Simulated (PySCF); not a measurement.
## [La(NH3)2]3+ at several levels of theory

Computed with PySCF 2.14.0 (density fitting, no spin-orbit coupling) at the geometry relaxed with PBE:

```xyz
9
[La(NH3)2]3+ (singlet)
La    0.4689   -1.1047   -0.0002
N    -0.0826    0.1858    2.1040
H     0.6366    0.8832    2.4138
H    -0.9637    0.7526    2.0896
H    -0.2049   -0.4112    2.9575
N    -0.0806    0.1872   -2.1036
H     0.5820    0.0230   -2.8996
H    -1.0120   -0.0279   -2.5348
H    -0.0967    1.2318   -2.0267
```

| level | basis | state | HOMO (eV) | gap (eV) | charge on La1 (e) | population of f-type functions on La1 (core shells left out) | dipole about the centre of mass (D) | largest force component (eV/Å) |
| --- | --- | --- | --- | --- | --- | --- | --- | --- |
| PBE | La def2-SVP with ECP46, N def2-SVP, H def2-SVP | singlet | -23.50 | 5.03 | 2.07 | 0.06 | 3.25 | 0.01 |
| BLYP | the same | singlet | -23.33 | 4.90 | 2.08 | 0.05 | 3.21 | 0.20 |
| r2SCAN | the same | singlet | -23.78 | 5.80 | 2.15 | 0.06 | 3.01 | 0.31 |
| revPBE | the same | singlet | -23.47 | 5.06 | 2.08 | 0.06 | 3.20 | 0.12 |
| M06-L | the same | singlet | -23.74 | 5.85 | 2.21 | 0.05 | 2.80 | 0.44 |
| PBE | La def2-TZVP with ECP46, N def2-TZVP, H def2-TZVP | singlet | -23.48 | 5.04 | 2.20 | 0.05 | 3.22 | 0.34 |

Charges are Mulliken's, which hang on the basis. The relaxation used the grid (50, 194), these runs (75, 302) or, all-electron (x2c bases, spin-free X2C Hamiltonian), (99, 590).

Task: What does PBE with La x2c-SVPall, N x2c-SVPall, H x2c-SVPall give here?

Result: state singlet, HOMO (eV) -23.64, gap (eV) 4.94, charge on La1 (e) 2.07, population of f-type functions on La1 (core shells left out) 0.09, dipole about the centre of mass (D) 3.24, largest force component (eV/Å) 0.45. Time: 34 s on 2 threads of Intel(R) Xeon(R) Platinum 8488C (Sapphire Rapids), on a shared host, from free ions and atoms.

A frequency check found unstable modes (1, the lowest at -54 cm⁻¹), so the relaxed geometry is probably a saddle point.
